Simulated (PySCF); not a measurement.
Start geometry of ZrEtF3 (`C[CH2][Zr]([F])([F])[F]`) from GFN2-xTB (Å):
```
atom  x, y, z in Å
Zr1   -0.2037   -0.4399   -1.5327
C2    -0.3696   -0.5380    0.6256
C3     0.4306    0.6893    1.0447
H4     0.2054   -1.4423    1.0259
H5    -1.3868   -0.4420    1.0080
H6     0.5272    0.7990    2.1551
H7     1.5497    0.5909    0.6986
H8     0.0924    1.6394    0.6631
F9     1.5626   -0.2901   -1.8094
F10   -1.1276    1.2576   -1.8034
F11   -1.1821   -1.9093   -2.0447
```

Question: What comes out of this run: PBE0-D3(BJ)/def2-SVP geometry optimisation, gas phase, def2 core potentials past Kr (PySCF)?

Answer: 
```
atom  x, y, z in Å
Zr1   -0.5436   -0.4372   -1.5052
C2    -0.1530   -0.4421    0.6567
C3     0.6976    0.7471    1.1013
H4     0.3398   -1.4036    0.9010
H5    -1.1298   -0.4585    1.1780
H6     0.8921    0.7391    2.1870
H7     1.6809    0.7582    0.6025
H8     0.2065    1.7086    0.8761
F9     1.1837   -0.4621   -2.3065
F10   -1.5115    1.1720   -1.8159
F11   -1.5646   -2.0071   -1.8441
```

The energy falls by 0.634 eV over 20 energy and gradient evaluations, the largest force component goes from 0.0810 to 3.6e-04 Eh/bohr, and the atoms move by 0.192 Å rms after alignment. The bond that changes most is Zr1–F9 (ends: zirconium bonded to C and 3 F; fluorine bonded to Zr), which lengthens by 0.110 Å. Bonds longer at the end by more than 0.005 Å: 5 of 10; shorter: 4. Among the angles that change most is Zr1–C2–C3, from 101.4° to 112.5°. Among the dihedrals that turn most is F11–Zr1–C2–H4, from 69° to 56°. Rotational constants go from 2656, 1738, 1731 to 2572, 1573, 1558 MHz. The orientation of the end geometry is arbitrary; only internal coordinates are fixed.

The run used 126 basis functions and 140 SCF cycles in all. Hardware: Arm Neoverse V1, one thread, no GPU (shared host). Cost: 2.6 min of wall time, 0.52 GiB resident at most.

Stationary, but not proved a minimum.
